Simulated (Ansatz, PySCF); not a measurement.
Reaction R1 + R2 → 2 P1, each structure at its B3LYP-D3(BJ)/def2-SVP stationary point, reached from a drawn start (curvature not checked).
R1: H6O7Si2 (SMILES O[Si](O)(O)O[Si](O)(O)O), charge 0, multiplicity 1.
R2: B2H4O5 (SMILES OB(O)OB(O)O), charge 0, multiplicity 1.
P1, BH5O6Si (SMILES OB(O)O[Si](O)(O)O) (charge 0, multiplicity 1):
```xyz
13

O      1.5730    -0.4901    -0.9785
B      1.3202     0.5943    -0.1497
O      2.2167     1.5972     0.0821
O      0.1155     0.6522     0.4681
Si    -1.2515    -0.2977     0.2981
O     -2.0755    -0.2940     1.7234
O     -0.7777    -1.8074    -0.1437
O     -2.2490     0.3474    -0.8397
H      2.4295    -0.5052    -1.4179
H      3.0613     1.5176    -0.3723
H     -1.5936    -0.5768     2.5085
H      0.0577    -1.7964    -0.6375
H     -2.8268     1.0588    -0.5408
```

P less R. No zero-point or thermal terms. One arrangement of each flexible species, with no search for the lowest.

Frozen-core correlation throughout.

The values were computed with Ansatz (Gaussian orbitals); PySCF for the D3/D4 terms. No computed number here is a measurement.

### Question
Estimate the reaction energy that CCSD/cc-pV(D+d)Z returns for this input.

### Answer
17 kJ/mol

### Question
Give the reaction energy at the level wB97M-V/def2-TZVPP.

### Answer
14 kJ/mol

### Question
What reaction energy does B3LYP-D4/def2-TZVPP give?

### Answer
15 kJ/mol

Ansatz is a program for electronic structure.
